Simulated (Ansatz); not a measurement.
`CCCBO` + `C/C=N/C` → `C/N=C(\C)BO` + `CCC`  (formal exchange of groups at a B–C bond)

Calculated with Ansatz (gas phase, PBE0-D4/def2-TZVP geometries, no zero-point term in ΔE). CCSD(T)/CBS is the MP2 limit (def2-TZVPP, def2-QZVPP) plus CCSD(T) − MP2 in def2-TZVPP, frozen cores. Double bonds are as drawn, so ΔE can hold a change between cis and trans. Functionals use def2-TZVPP. B3LYP here is the variant with VWN-RPA as its local correlation; programs differ in this. Each species was taken in one conformer, which may not be the lowest.

| level | ΔE (kJ/mol) | difference from CCSD(T)/CBS |
| --- | --- | --- |
| PBE-D4 | 5.3 | 1.1 |
| PBE0-D4 | 6.8 | 2.6 |
| B3LYP-D4 | 3.8 | -0.4 |
| ωB97X-V | 5.7 | 1.5 |
| B2PLYP | 5.2 | 1.0 |
| r2SCAN | 5.8 | 1.6 |
| B3LYP | 6.9 | 2.7 |
| HF/def2-TZVPP | 10.3 | 6.1 |
| SCS-MP2/def2-TZVPP | 3.6 | -0.6 |
| HF/def2-QZVPP | 10.8 | 6.6 |
| CCSD(T)/CBS | 4.2 | 0 |

Largest T1 diagnostic among the species: 0.012.

The D4 term adds −3.1 kJ/mol with B3LYP and −1.7 kJ/mol with PBE0; it sums over pairs of atoms, weighted by their polarisabilities, and B3LYP, whose exchange is more repulsive, gets the larger term. In def2-TZVPP, CCSD(T) changes the Hartree–Fock value by −6.4 kJ/mol (the triples alone add −1.8 kJ/mol) and MP2 by −7.0 kJ/mol.
